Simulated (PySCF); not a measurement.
Sn(Me)2(Cl)2 anion (C2H6Cl2Sn), SMILES [CH3][Sn]([CH3])([Cl])[Cl] (connectivity only; charge and spin as stated), charge -1, multiplicity 2.

Geometry optimised at PBE0-D3(BJ)/def2-SVPD. The multiplicity is an assumed one; no other spin state was optimised. The isomer is the one that the SMILES or the coordinates give; other isomers of the formula were not compared. The def2 effective core potentials stand for the cores of Sn; spin–orbit coupling is left out.

Two levels are set side by side: PBE/def2-SVPD (PySCF) and PBE0/def2-SVPD (PySCF). Same geometry, gas phase. Differences are taken from unrounded values.

```csv
quantity,PBE0,PBE,PBE minus PBE0
α-spin orbital gap (eV),4.85,3.33,-1.51
β-spin orbital gap (eV),4.69,2.68,-2.01
mean polarisability (bohr³),122.1,130.5,8.4
```

PBE's more diffuse valence density responds more strongly to a field. Differences between two approximate levels are no errors against the true value.

Rough cost on one machine, each run with all the roots and properties that it gave: PBE0 against PBE within a factor of 2.
